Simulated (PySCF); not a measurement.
**Au⁴³⁺: ionisation energy**

Au⁴³⁺ [Kr] → Au⁴⁴⁺ [Ar] 3d10 4s2 4p5 [4p1/2^2 4p3/2^3, M_J = 3/2], as a difference of total energies. Calculation: PySCF 2.14, in an even-tempered Gaussian basis (16 s from 5.5 bohr⁻², ratio 2.8; 14 p from 7.2 bohr⁻², ratio 2.8; 8 d from 13 bohr⁻², ratio 2.8; 4 f from 35 bohr⁻², ratio 3); the two-component X2C-1e Hamiltonian. Correlated levels: [Ne] frozen; the 78 highest virtual spinors dropped. "Screened" scales the spin-orbit matrix elements by Boettger's factors to mimic the two-electron term; Breit and QED terms are absent.

```tsv
method	ionisation energy (eV)
GHF (spin-free)	2294.0
GMP2 (spin-free)	2295.3
GHF (screened spin-orbit)	2255.0
GMP2 (screened spin-orbit)	2256.4
```

Breit and QED terms and the two-electron picture change are absent.

The spin-free rows lack the spin-orbit shift.

For comparison: 2261 ± 4 eV (theoretical estimate listed by NIST; NIST Atomic Spectra Database, ionization energies).
